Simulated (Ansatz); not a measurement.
The pair A = HF (SMILES F) (first 2 atoms), B = SiH4 (SMILES [SiH4]); geometry from B3LYP-D3(BJ)/def2-TZVP.
(charge 0, multiplicity 1):
```xyz
7

F     -0.2022    -0.4294    -0.4678
H     -0.1008    -0.7705     0.3912
Si    -0.0386     0.1356     3.0635
H      0.0471    -1.0166     2.1228
H      1.0491     1.0838     2.7488
H      0.1149    -0.3966     4.4336
H     -1.3570     0.7809     2.9008
```

Cores are frozen in the correlated methods.

The values were computed with Ansatz (a quantum-chemistry and plane-wave program). Each number belongs to the level named beside it.

Total energies (hartree), monomers frozen at their geometry in the pair:

| structure | PBE/def2-TZVPPD | B3LYP/def2-TZVPPD | MP2/aug-cc-pV(D+d)Z |
|---|---|---|---|
| AB | -392.1211175 | -392.4140924 | -391.6298946 |
| A in the pair's basis | -100.3967255 | -100.4951886 | -100.2564370 |
| B in the pair's basis | -291.7215713 | -291.9171250 | -291.3720527 |
| A | -100.3966853 | -100.4951523 | -100.2557766 |
| B | -291.7215502 | -291.9171016 | -291.3716162 |

Work out the interaction energy without and with the counterpoise correction, and the superposition error, for each level.


E(AB) − E(A) − E(B), times 627.509 kcal/mol, with the monomers in their own basis and then in the pair's basis:
- PBE/def2-TZVPPD: -1.81 uncorrected, -1.77 corrected; the monomers gain 0.04 kcal/mol from borrowed functions
- B3LYP/def2-TZVPPD: -1.15 uncorrected, -1.12 corrected; the monomers gain 0.04 kcal/mol from borrowed functions
- MP2/aug-cc-pV(D+d)Z: -1.57 uncorrected, -0.88 corrected; the monomers gain 0.69 kcal/mol from borrowed functions
